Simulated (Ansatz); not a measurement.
A run for Ansatz (a quantum-chemistry and plane-wave program): U-PBE/aug-cc-pVTZ on HLiO (SMILES [Li][OH]), a point of a bond scan (R = 3.044 Å).

Ansatz 0.2 input:
```yaml
crystal:
  periodic: [false, false, false]
  atoms:
    - {symbol: Li, position_ang: [-0.00000000, -0.00000000, -1.25872662]}
    - {symbol: O, position_ang: [0.00000000, 0.00000000, 0.31386950]}
    - {symbol: H, position_ang: [0.00000000, 0.00000000, 3.35820339]}
basis:
  gaussian:
    orbitals: aug-cc-pVTZ
hamiltonian:
  xc: {name: PBE}
magnetization: {spin_polarized: true, initial_magnetization: 0}
```

Task: What total energy does the run end on?

Result: -83.1040 hartree. Its determinant has ⟨S²⟩ = 1.00, a mixture of spin states.

Task: How many basis functions does it have, and what does it roughly cost on one machine?

Result: 115 functions; around 15 core-seconds (rough).
